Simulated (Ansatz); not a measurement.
Consider the redistribution: `C[N](C)[Hf]([F])([N](C)C)[N](C)C` + `OBCBr` → `C[N](C)[Hf]([Br])([N](C)C)[N](C)C` + `OBCF`.

Calculated with Ansatz (gas phase, PBE0-D4/def2-TZVP geometries, no zero-point term in ΔE). CCSD(T)/CBS is the MP2 limit (def2-TZVPP, def2-QZVPP) plus CCSD(T) − MP2 in def2-TZVPP, frozen cores. def2 core potentials past Kr. For Br, Hf outer-core shells are correlated without core-valence functions, which leaves a few kJ/mol of doubt a bond. Scalar relativity is left out up to krypton. One conformer a species, not always the lowest.

| species | CCSD/def2-SVP energy (Eh) |
| --- | --- |
| `C[N](C)[Hf]([F])([N](C)C)[N](C)C` | -549.63381 |
| `OBCBr` | -2712.46381 |
| `C[N](C)[Hf]([Br])([N](C)C)[N](C)C` | -3022.42478 |
| `OBCF` | -239.65914 |

(1) Work out ΔE.

Largest T1 diagnostic among the species: 0.014.

Results:

(1) ΔE = (-3022.42478) + (-239.65914) − (-549.63381) − (-2712.46381) = 0.01370 Eh = +36.0 kJ/mol. CCSD(T)/CBS gives +38.4 kJ/mol.

Leaving LDA and LC-ωPBE aside and taking each functional with its dispersion term where it has one, the values, not all of them listed here, spread over 17.4 kJ/mol, from BHLYP-D4 to revPBE-D4. LDA lies −7.5 kJ/mol from PBE without D4. In def2-TZVPP, CCSD(T) changes the Hartree–Fock value by +13.0 kJ/mol (the triples alone add +0.4 kJ/mol) and MP2 by +14.0 kJ/mol. From r2SCAN to r2SCAN0 (25 % exact exchange), in def2-TZVPP and without D4, ΔE moves by −4.6 kJ/mol.
